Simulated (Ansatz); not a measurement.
Basis-set series for CH3AlF2 (`F[CH](F)[AlH2]`). The species carries charge 0 and has multiplicity 1. Geometry: relaxed with PBE0-D4/def2-TZVP.

```csv
functional,basis,functions,energy (Eh),HOMO (eV),LUMO (eV)
PBE0-D4,def2-TZVPP,177,-481.74681,-8.22,-0.81
PBE0-D4,def2-QZVPP,331,-481.76744,-8.24,-0.92
ωB97M-V,def2-TZVPP,177,-482.01495,-10.55,0.77
ωB97M-V,def2-QZVPP,331,-482.03469,-10.57,0.40
```

**Question.** Give the rows for def2-SVP. (Best estimate.)

**Answer.** Ansatz gave: 
```tsv
functional	basis	functions	energy (Eh)	HOMO (eV)	LUMO (eV)
PBE0-D4	def2-SVP	75	-481.37118	-8.16	-0.65
ωB97M-V	def2-SVP	75	-481.63248	-10.46	1.06
```

Positive LUMOs are unbound and depend on the basis.
